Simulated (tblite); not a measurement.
C$_{2}$H$_{2}$Cl$_{2}$, charge +1, doublet, geometry from GFN2-xTB (a state made from the parent by changing its charge; the spin is typed, not shown lowest); tblite 0.6.0 with GFN1-xTB.

Input for tblite:
```
$ tblite run mol.xyz --method gfn1 --charge 1 --spin 1 --json tblite.json --no-restart

# file mol.xyz
6

Cl     2.07534641     0.35490021     0.01824010
C      0.58309707    -0.36698332    -0.00102571
C     -0.58309707     0.36698332     0.00102571
Cl    -2.07534641    -0.35490021    -0.01824010
H      0.55808438    -1.45509337    -0.01552916
H     -0.55808438     1.45509337     0.01552916
```

What the program printed (banner, timings and long lists left out):

```
xTB calculator
 | screened Coulomb repulsion
 | Coulomb electrostatics
 |  * isotropic Klopman-Ohno-Mataga-Nishimoto electrostatics
 |  * onsite third-order electrostatics
 | DFT-D3(BJ) dispersion correction

halogen bonding energy    0.0000000000000E+00 Eh
repulsion energy          9.6267277873393E-02 Eh
dispersion energy        -2.0815545364304E-03 Eh
number of electrons       2.3000000000000E+01 e
integral cutoff           1.9731147476801E+01 bohr

------------------------------------------------------------
  cycle        total energy    energy error   density error
------------------------------------------------------------
      1     -13.22003520491  -1.3314221E+01   5.1133731E-01
      2     -13.24084492085  -2.0809716E-02   2.5032570E-01
      3     -13.23946234612   1.3825747E-03   1.3277899E-01
      4     -13.24441668713  -4.9543410E-03   6.6898428E-03
      5     -13.24443599771  -1.9310574E-05   1.4703746E-03
      6     -13.24443856138  -2.5636770E-06   9.0896533E-06
      7     -13.24443856141  -2.9640290E-11   1.0122854E-05
------------------------------------------------------------

electronic energy        -1.3338624284749E+01 Eh
total energy             -1.3244438561412E+01 Eh

Post processing:
 | Mayer-Wiberg bond orders

[Info] JSON dump of results written to 'tblite.json'
```
